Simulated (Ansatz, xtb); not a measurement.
## A geometry optimisation of CH6GaSi with r2SCAN-D4/def2-SVP

The starting geometry of this gas-phase doublet has its atoms placed at random.

```
atom    x (Å)    y (Å)    z (Å)
   C   1.0094  -0.1182  -0.8166
  Ga   0.4393   1.2809   0.9047
  Si  -0.0595  -2.0927   0.6613
   H  -1.0590  -1.3560   0.3717
   H   0.4543  -1.0109   0.2153
   H   1.4970   0.7686  -0.6968
   H   0.9979   0.3927   2.1932
   H  -1.0946   0.5747   0.5859
   H   1.7448   0.1849   0.1415
```

**Question.** One run relaxed it with r2SCAN-D4/def2-SVP. What is a likely outcome?

**Answer.** It ends as `C[SiH][GaH2]`. Distances that change by over a tenth: C1–Ga2 (2.29 → 3.75 Å), C1–H9 (1.25 → 1.10 Å), Ga2–H6 (1.99 → 4.45 Å), Si3–H4 (1.27 → 1.50 Å). Contacts that open: Ga2–H9 (1.87 → 3.74 Å), Si3–H5 (1.28 → 2.50 Å). Contacts that close: C1–Si3 (2.69 → 1.88 Å), C1–H5 (1.47 → 1.10 Å), Ga2–Si3 (3.42 → 2.32 Å).

The energy falls by 12.88 eV over 44 steps:

```json
{"step": "1", "E − E(last) (eV)": "12.883"}
{"step": "6", "E − E(last) (eV)": "4.434"}
{"step": "11", "E − E(last) (eV)": "3.105"}
{"step": "15", "E − E(last) (eV)": "2.503"}
{"step": "20", "E − E(last) (eV)": "2.020"}
{"step": "25", "E − E(last) (eV)": "1.103"}
{"step": "30", "E − E(last) (eV)": "0.348"}
{"step": "34", "E − E(last) (eV)": "0.099"}
{"step": "39", "E − E(last) (eV)": "0.003"}
{"step": "44", "E − E(last) (eV)": "0.000"}
```

Final geometry (Å):

| atom | x (Å) | y (Å) | z (Å) |
| --- | --- | --- | --- |
| C | 1.2986 | -0.7506 | -0.8708 |
| Ga | -0.1941 | 0.8414 | 2.1834 |
| Si | -0.1925 | -0.4234 | 0.2337 |
| H | -1.4201 | -1.0860 | -0.3093 |
| H | 1.4939 | -1.8325 | -0.9571 |
| H | 1.1239 | -0.3662 | -1.8898 |
| H | 1.1449 | 1.4924 | 2.6623 |
| H | -1.5275 | 1.0162 | 2.9776 |
| H | 2.2024 | -0.2672 | -0.4698 |

From the same start GFN2-xTB ends elsewhere, differing in C1–Ga2 (2.01 against 3.75 Å here), C1–Si3 (3.75 against 1.88 Å here).

From so rough a start the end depends on the optimiser's path, so another program may land elsewhere. No frequencies were run, so the end isn't proven a minimum. Open shells are spin-unrestricted. Run with Ansatz 0.2.0, 2.4 min on 2 threads of Intel(R) Xeon(R) 6975P-C (Granite Rapids), with other jobs on the host.
